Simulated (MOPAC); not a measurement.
A run for MOPAC: PM7 on F2GeH3N (SMILES [NH2][GeH]([F])[F]), a point of a torsion scan.

```
PM7 1SCF PRECISE CHARGE=0 THREADS=1
F2GeH3N

N      1.12772400 1    -0.08132619 1    -0.18804270 1
Ge    -0.63711756 1     0.04446229 1     0.00491437 1
F     -1.13196654 1    -0.19226219 1     1.65481181 1
F     -1.27390146 1    -1.38580029 1    -0.69866392 1
H      1.70883466 1     0.73656929 1    -0.09630502 1
H      1.58098252 1    -0.88805184 1     0.21901694 1
H     -1.35855382 1     1.21997151 1    -0.53489576 1
```

Output:

```
*******************************************************************************
 **                                                                           **
 **                              MOPAC v23.2.5                                **
 **                                                                           **
 *******************************************************************************
 ** MOPAC's Digital Object Identifier: https://doi.org/10.5281/zenodo.6511958 **
 **                                                                           **
 ** Please cite the open-source release paper for use of this MOPAC version:  **
 ** J. E. Moussa and J. J. P. Stewart (2026)                                  **
 ** MOPAC: An open-source semiempirical molecular orbital program             **
 ** J. Open Source Softw., 11(119), 8025, https://doi.org/10.21105/joss.08025 **
 *******************************************************************************

                              PM7 CALCULATION RESULTS

 *******************************************************************************
 *  PM7        - The PM7 Hamiltonian to be used
 *
 *
 *
 *                 CHARGE ON SYSTEM = 0
 *
 *
 *
 *  PRECISE    - TIGHTER CRITERIA TO BE USED
 *  1SCF       - DO 1 SCF AND THEN STOP
 *  THREADS=1  - MULTI-THREADING NOT USED
 *  T=         - A TIME OF 172800.0 SECONDS REQUESTED
 *  DUMP=N     - RESTART FILE WRITTEN EVERY 7200.0 SECONDS REQUESTED
 *******************************************************************************
PM7 1SCF PRECISE CHARGE=0 THREADS=1
 F2GeH3N

   ATOM   CHEMICAL          X               Y               Z
  NUMBER   SYMBOL      (ANGSTROMS)     (ANGSTROMS)     (ANGSTROMS)

     1       N          1.12772400  *  -0.08132619  *  -0.18804270  *
     2      Ge         -0.63711756  *   0.04446229  *   0.00491437  *
     3       F         -1.13196654  *  -0.19226219  *   1.65481181  *
     4       F         -1.27390146  *  -1.38580029  *  -0.69866392  *
     5       H          1.70883466  *   0.73656929  *  -0.09630502  *
     6       H          1.58098252  *  -0.88805184  *   0.21901694  *
     7       H         -1.35855382  *   1.21997151  *  -0.53489576  *



          CARTESIAN COORDINATES

    NO.       ATOM           X           Y           Z

     1         N          1.1277     -0.0813     -0.1880
     2        Ge         -0.6371      0.0445      0.0049
     3         F         -1.1320     -0.1923      1.6548
     4         F         -1.2739     -1.3858     -0.6987
     5         H          1.7088      0.7366     -0.0963
     6         H          1.5810     -0.8881      0.2190
     7         H         -1.3586      1.2200     -0.5349

 General Reference for PM7:
 "Optimization of Parameters for Semiempirical Methods VI: More Modifications to the
 NDDO Approximations and Re-optimization of Parameters", J. J. P. Stewart, J. Mol. Mod., 1:32, 19 (2013)
 https://link.springer.com/article/10.1007/s00894-012-1667-x

           Empirical Formula: H3 N Ge F2  =     7 atoms



      MOLECULAR POINT GROUP   :   C1


      RHF CALCULATION, NO. OF DOUBLY OCCUPIED LEVELS = 13


 -------------------------------------------------------------------------------
 PM7 1SCF PRECISE CHARGE=0 THREADS=1
 F2GeH3N



     1SCF WAS SPECIFIED, SO BFGS WAS NOT USED
     SCF FIELD WAS ACHIEVED


                              PM7 CALCULATION
                                                       MOPAC v23.2.5 Linux




          FINAL HEAT OF FORMATION =       -101.82641 KCAL/MOL =    -426.04168 KJ/MOL


          COSMO AREA              =        103.31 SQUARE ANGSTROMS
          COSMO VOLUME            =         89.46 CUBIC ANGSTROMS

          IONIZATION POTENTIAL    =         10.177581 EV
          HOMO LUMO ENERGIES (EV) =        -10.178 -0.780
          NO. OF FILLED LEVELS    =         13
          MOLECULAR WEIGHT        =        127.6172         POINT GROUP:  C1

          MOLECULAR DIMENSIONS (Angstroms)

            Atom       Atom       Distance
            H     5    F     4     3.70999
            H     6    H     7     3.46629
            F     3    F     4     2.30515


          SCF CALCULATIONS        =          1





   ATOM   CHEMICAL          X               Y               Z
  NUMBER   SYMBOL      (ANGSTROMS)     (ANGSTROMS)     (ANGSTROMS)

     1       N          1.12772400  *  -0.08132619  *  -0.18804270  *
     2      Ge         -0.63711756  *   0.04446229  *   0.00491437  *
     3       F         -1.13196654  *  -0.19226219  *   1.65481181  *
     4       F         -1.27390146  *  -1.38580029  *  -0.69866392  *
     5       H          1.70883466  *   0.73656929  *  -0.09630502  *
     6       H          1.58098252  *  -0.88805184  *   0.21901694  *
     7       H         -1.35855382  *   1.21997151  *  -0.53489576  *

                             CARTESIAN COORDINATES

   1    N        1.127724000    -0.081326190    -0.188042700
   2   Ge       -0.637117560     0.044462290     0.004914370
   3    F       -1.131966540    -0.192262190     1.654811810
   4    F       -1.273901460    -1.385800290    -0.698663920
   5    H        1.708834660     0.736569290    -0.096305020
   6    H        1.580982520    -0.888051840     0.219016940
   7    H       -1.358553820     1.219971510    -0.534895760


           Empirical Formula: H3 N Ge F2  =     7 atoms



      MOLECULAR POINT GROUP   :   C1


                  EIGENVALUES
 -37.94668 -37.37462 -34.94961 -19.24782 -17.02873 -15.02419 -14.50585 -14.10349
 -13.87501 -13.14550 -12.53258 -11.98205 -10.17758  -0.78028  -0.54350  -0.06297
   1.60848   5.35194   6.58159


              NET ATOMIC CHARGES AND DIPOLE CONTRIBUTIONS

  ATOM NO.   TYPE          CHARGE      No. of ELECS.   s-Pop       p-Pop
    1          N          -0.701295        5.7013     1.59053     4.11076
    2         Ge           0.807617        3.1924     1.15614     2.03624
    3          F          -0.466828        7.4668     1.95849     5.50834
    4          F          -0.404380        7.4044     1.95709     5.44729
    5          H           0.274343        0.7257     0.72566
    6          H           0.282739        0.7173     0.71726
    7          H           0.207804        0.7922     0.79220
 DIPOLE           X         Y         Z       TOTAL
 POINT-CHG.     1.785     4.551    -2.064     5.307
 HYBRID         0.574    -0.540     0.838     1.150
 SUM            2.359     4.011    -1.227     4.813


          ATOMIC ORBITAL ELECTRON POPULATIONS

     Atom    s        px        py        pz
    1  N   1.59053   1.19022   1.22470   1.69584
    2 Ge   1.15614   0.68421   0.75453   0.59750
    3  F   1.95849   1.93307   1.96627   1.60901
    4  F   1.95709   1.89813   1.67588   1.87328
    5  H   0.72566
    6  H   0.71726
    7  H   0.79220

 **********************
 *                    *
 * JOB ENDED NORMALLY *
 *                    *
 **********************




 == MOPAC DONE ==
```

The run finished.

Cost: roughly 0.03 core-seconds.
